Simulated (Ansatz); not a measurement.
Frontier orbitals of `P[SiH2][AlH][Cl]`.

Charge 0, multiplicity 1. Geometry: relaxed with PBE0-D4/def2-TZVP. It is one conformer, not always the lowest. Basis def2-TZVPP, Ansatz.

```csv
functional,HOMO (eV),LUMO (eV),gap (eV)
PBE,-6.13,-2.76,3.37
revPBE,-6.09,-2.66,3.43
PBE0,-7.14,-2.05,5.09
CAM-B3LYP,-8.33,-1.09,7.24
ωB97X-V,-9.28,-0.18,9.10
ωB97M-V,-9.06,-0.40,8.66
```

Against PBE, PBE0 changes HOMO and LUMO by −1.01 and +0.70 eV, ωB97M-V by −2.93 and +2.35 eV. A gap of 3.37 eV thus becomes 8.66 eV for the same molecule, so an orbital gap means little without its functional.
